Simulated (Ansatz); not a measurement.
A nudged elastic band was laid between two geometries of BFH2O + FH (7 atoms, charge 0, multiplicity 1).

The calculation used RKS PBE0-D4/cc-pVDZ (Ansatz).

| Property | Result |
| --- | --- |
| movable images | 5 |
| climbing image | yes |
| spring | 5.0 eV/Å² |
| optimiser | quadratic models (default) |
| start path | through a guess of the saddle point |
| force threshold | 0.03 eV/Å |
| iteration limit | 60 |
| end points | relaxed |

First end point:

```xyz
7
Properties=species:S:1:pos:R:3
B -0.081 -0.330 0.064
O -0.050 -0.228 1.424
H -0.923 -0.364 1.811
F 1.081 -0.194 -0.562
H -1.086 -0.557 -0.558
F 0.105 2.396 0.977
H 0.280 1.598 1.426
```

Last end point:

```xyz
7
Properties=species:S:1:pos:R:3
B -0.193 0.402 -0.085
O -0.250 -0.126 1.612
H -0.524 0.680 2.079
F 1.158 0.292 -0.293
H -0.922 -0.381 -0.643
F -0.633 1.691 0.081
H 0.690 -0.237 1.832
```

Which bonds break or form, and what moves?

Bonds broken: F6–H7. Bonds formed: B1–F6, O2–H7. BFH2O + FH becomes BF2H3O.

Give the energies along the band, and the barrier.

It converged. The highest image is number 2 of 0 to 6, 47.2 kJ/mol above the first end and 87.7 kJ/mol above the last; the last end lies 40.5 kJ/mol below the first. A vibrational analysis at the climbing image gives one clearly imaginary mode, 904i cm⁻¹: a first-order saddle point. The orbitals stay closed-shell, which can raise the energy where a bond breaks towards radicals; this wasn't checked here.

```json
{"image": "0", "path coordinate (Å)": "0.00", "energy (kJ/mol)": "0.0", "F6–H7 (Å)": "0.93", "B1–F6 (Å)": "2.88", "O2–H7 (Å)": "1.86"}
{"image": "1", "path coordinate (Å)": "0.65", "energy (kJ/mol)": "5.0", "F6–H7 (Å)": "0.94", "B1–F6 (Å)": "2.32", "O2–H7 (Å)": "1.81"}
{"image": "2", "path coordinate (Å)": "1.31", "energy (kJ/mol)": "47.2", "F6–H7 (Å)": "1.12", "B1–F6 (Å)": "1.67", "O2–H7 (Å)": "1.27"}
{"image": "3", "path coordinate (Å)": "2.01", "energy (kJ/mol)": "-30.6", "F6–H7 (Å)": "1.96", "B1–F6 (Å)": "1.39", "O2–H7 (Å)": "0.98"}
{"image": "4", "path coordinate (Å)": "2.72", "energy (kJ/mol)": "-35.4", "F6–H7 (Å)": "2.40", "B1–F6 (Å)": "1.37", "O2–H7 (Å)": "0.97"}
{"image": "5", "path coordinate (Å)": "3.43", "energy (kJ/mol)": "-37.6", "F6–H7 (Å)": "2.67", "B1–F6 (Å)": "1.37", "O2–H7 (Å)": "0.97"}
{"image": "6", "path coordinate (Å)": "4.13", "energy (kJ/mol)": "-40.5", "F6–H7 (Å)": "2.92", "B1–F6 (Å)": "1.37", "O2–H7 (Å)": "0.97"}
```

What is the geometry of the highest image?


```xyz
7
Properties=species:S:1:pos:R:3
B -0.020 0.123 0.107
O 0.024 -0.079 1.596
H -0.832 -0.375 1.933
F 1.151 -0.168 -0.482
H -1.060 -0.114 -0.451
F 0.023 1.758 0.462
H 0.041 1.178 1.420
```

What are the harmonic wavenumbers there?

904i, 340, 416, 509, 659, 775, 848, 1011, 1075, 1146, 1271, 1344, 2007, 2667, 3857 cm⁻¹.

The run took 2.5 min on 1 thread of Arm Neoverse V1 (shared host), peak memory 0.13 GiB.
